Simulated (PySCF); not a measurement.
Spectra and structures to be paired. Level of theory: TDDFT B3LYP/def2-SVPD, vertical, gas phase, core orbitals frozen in the response (PySCF). Geometries: GFN2-xTB; one conformer of each isolated species. Triplets are in the Tamm–Dancoff approximation.

A. `N#Cc1ccco1`
B. `C=CC[SiH2]P[SiH2]O`
C. `P[SiH2][Si@H](CF)F`
D. `N#Cc1ccoc1`

Lowest singlet levels (six at most, fewer where fewer were computed) with oscillator strengths:

1. 5.28 eV (f 0.024); 5.95 eV (f 0.012); 6.06 eV (f 0.010); 6.47 eV (f 0.005); 6.54 eV (f 0.015); 6.70 eV (f 0.135); T1 5.01 eV
2. 5.41 eV (f 0.357); 5.80 eV (f 0.000); 6.30 eV (f 0.009); 6.63 eV (f 0.005); 6.73 eV (f 0.000); 7.32 eV (f 0.013); T1 3.45 eV
3. 5.68 eV (f 0.015); 5.93 eV (f 0.030); 6.03 eV (f 0.007); 6.09 eV (f 0.074); 6.23 eV (f 0.033); 6.40 eV (f 0.007); T1 4.34 eV
4. 5.72 eV (f 0.081); 6.21 eV (f 0.023); 6.52 eV (f 0.000); 6.70 eV (f 0.002); 6.80 eV (f 0.000); 6.87 eV (f 0.412); T1 3.80 eV

Question: Match each spectrum to its molecule.

Answer: 1 = C, 2 = A, 3 = B, 4 = D.
- A: S1 at 5.41 eV, HOMO→LUMO (95%); Löwdin shares by element: HOMO carbon 58% or more, nitrogen 14% (atoms not listed hold the other 28%); LUMO carbon 47% or more, nitrogen 15% (atoms not listed hold the other 38%); HOMO -7.22 and LUMO -1.70 eV; point group Cs, 2 of its 6 listed states under f = 0.0005.
- B: S1 at 5.68 eV, HOMO→LUMO (72%), HOMO-1→LUMO (12%), HOMO→LUMO+2 (9%); Löwdin shares by element: HOMO phosphorus 43%, carbon 20% or more, silicon 8% or more (atoms not listed hold the other 28%); LUMO silicon 25% or more, oxygen 18%, phosphorus 15%, hydrogen 10% or more (atoms not listed hold the other 33%); HOMO -6.99 and LUMO -0.46 eV.
- C: S1 at 5.28 eV, HOMO→LUMO (98%); Löwdin shares by element: HOMO phosphorus 65%, silicon 15% or more, hydrogen 14% or more; LUMO silicon 50%, phosphorus 10%, hydrogen 8% or more (atoms not listed hold the other 32%); HOMO -7.42 and LUMO -1.28 eV.
- D: S1 at 5.72 eV, HOMO→LUMO (84%), HOMO-1→LUMO (9%); Löwdin shares by element: HOMO carbon 76% or more (atoms not listed hold the other 24%); LUMO carbon 44% or more, oxygen 17%, nitrogen 13% (atoms not listed hold the other 26%); HOMO -7.34 and LUMO -1.35 eV; point group Cs, 2 of its 6 listed states under f = 0.0005.
A and C have S1 within 0.13 eV of each other; their strongest listed levels stand at 5.41 eV (f 0.357) and 6.70 eV (f 0.135).
B and D have S1 within 0.04 eV of each other; their strongest listed levels stand at 6.09 eV (f 0.074) and 6.87 eV (f 0.412).
